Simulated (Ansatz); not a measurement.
Species: CH$_{5}$NSi$_{2}$, SMILES `C=[SiH]N=[SiH2]` (C–Si–N–Si torsion 32°) (charge 0, multiplicity 1).

Give a relaxed geometry from B3LYP-D3(BJ)/def2-TZVP (Ansatz, an electronic-structure program).

Several could match; the one computed here: the end point of this relaxation, one of several conformers (outside a Z-matrix the atoms follow the SMILES, hydrogens last).
Cartesian coordinates (Å) in one orientation:
```xyz
9

C     -1.994    -0.014     0.542
Si    -0.757    -0.722    -0.391
N      0.880    -0.383    -0.324
Si     2.147     0.532    -0.109
H     -1.824     0.759     1.280
H     -3.014    -0.369     0.457
H     -1.079    -1.773    -1.373
H      3.513    -0.020    -0.147
H      2.128     1.990     0.144
```
